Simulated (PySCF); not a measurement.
Ni²⁴⁺ (nickel, charge +24): Hartree-Fock from Schrödinger to Dirac-Coulomb-Breit

Occupied: 1s1/2, 2s1/2. Hartree-Fock calculated with PySCF 2.14 in an even-tempered Gaussian basis (16 s from 2.3 bohr⁻², ratio 2.7; 11 p from 2.8 bohr⁻², ratio 2.7), Gaussian nucleus throughout. NR is non-relativistic, sf-X2C the spin-free one-electron X2C Hamiltonian, X2C adds the bare one-electron spin-orbit term, X2C-SNSO screens it by Boettger's factors, DC is four-component Dirac-Coulomb, and the Gaunt and Breit terms are added at first order (total energies over the DC spinors, levels after relaxing the spinors in that mean field). QED terms are absent. Levels marked empty are virtual spinors of this ion.

```csv
level (eV),NR,sf-X2C,X2C,X2C-SNSO
1s1/2,-9908.0,-10005.2,-10005.2,-10005.2
2s1/2,-2261.5,-2289.7,-2289.7,-2289.7
2p1/2 (empty),-2109.1,-2118.8,-2134.2,-2133.1
2p3/2 (empty),-2109.1,-2118.8,-2111.4,-2111.9
3s1/2 (empty),-925.59,-934.67,-934.67,-934.67
```

Problem. Where do the four-component calculations put these levels?

Solution. 1s1/2: DC -10009.3, DC+Gaunt -10001.0, DC+Breit -10001.0; 2s1/2: DC -2290.1, DC+Gaunt -2289.2, DC+Breit -2289.3; 2p1/2 (empty): DC -2133.4, DC+Gaunt -2131.8, DC+Breit -2132.0; 2p3/2 (empty): DC -2112.0, DC+Gaunt -2111.1, DC+Breit -2111.3; 3s1/2 (empty): DC -934.77, DC+Gaunt -934.53, DC+Breit -934.57 (eV).

```tsv
Hamiltonian	E (hartree)	E − E(DC) (hartree)	CPU seconds
NR	-936.8032	10.2389	0.26
sf-X2C	-946.8741	0.1680	0.14
X2C	-946.8741	0.1680	0.14
X2C-SNSO	-946.8741	0.1680	0.14
DC	-947.0421	0.0000	2.5
DC+Gaunt	-946.6948	0.3473	4.3
DC+Breit	-946.7013	0.3409	35
```

Weight of the small component: 1s1/2 0.0103, 2s1/2 0.00231, 2p1/2 0.00224, 2p3/2 0.00222, 3s1/2 0.000934.

Koopmans' value for the highest occupied level at DC+Breit: 2289.3 eV, against an ionisation energy of 2295.6 ± 2.1 eV (semi-empirical (NIST evaluation); NIST Atomic Spectra Database, ionization energies); the former lacks relaxation, correlation, QED and recoil.

The whole ladder took 44 s of wall time on 1 thread of Neoverse-N1 (shared host), launched as `OMP_NUM_THREADS=1 python relrun2.py TASK.json OUT` (a driver that calls PySCF for each Hamiltonian).

Dirac-Coulomb iterations, started from the X2C spinors:

```
with_ssss True, with_gaunt False, with_breit False
light speed = 137.03599967994
init E= -946.048517251289
cycle= 1 E= -947.04212787044  delta_E= -0.994  |g|= 0.187  |ddm|= 0.0221
cycle= 2 E= -947.042133402961  delta_E= -5.53e-06  |g|= 0.000587  |ddm|= 0.000314
cycle= 3 E= -947.04213340324  delta_E= -2.79e-10  |g|= 3.24e-06  |ddm|= 9.56e-06
```
